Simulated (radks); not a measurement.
Species: Zn. Configuration: [Ar] 3d10 4s2.

All-electron calculation, scalar-relativistic Kohn-Sham, r2SCAN, spin-polarised, spherical densities, finite nucleus; meta-GGA in the generalised Kohn-Sham scheme; Fermi nuclear charge, rms radius 3.9283 fm. Program: a radial shooting solver on a logarithmic mesh with Libxc functionals.

Energy parts (Ry):
| part | energy |
|---|---|
| total | -3592.59715 |
| kinetic | 3649.86766 |
| electron-nucleus | -8657.52988 |
| Hartree | 1558.65200 |
| exchange-correlation | -143.58692 |

Orbitals (lengths in bohr, moments of r in powers of bohr; <r^-3> diverges for s and p1/2):
orbital  occ.  eigenvalue (Ry)  <r^-3>       <r^4>      <r>
1s          2        -702.2279       -  0.00002991  0.05032
2s          2        -85.93966       -    0.006306   0.2258
2p          6        -74.35547   795.1    0.004693   0.1982
3s          2         -9.81373       -      0.4665   0.6804
3p          6         -6.32563   102.2      0.6406   0.7132
3d         10         -0.76889   9.432       3.979   0.9074
4s          2         -0.45716       -       119.9    2.649

The highest occupied level is 4s at -6.220 eV. The electron density at the nucleus is 2.532e+04 e/bohr^3 (large components only).
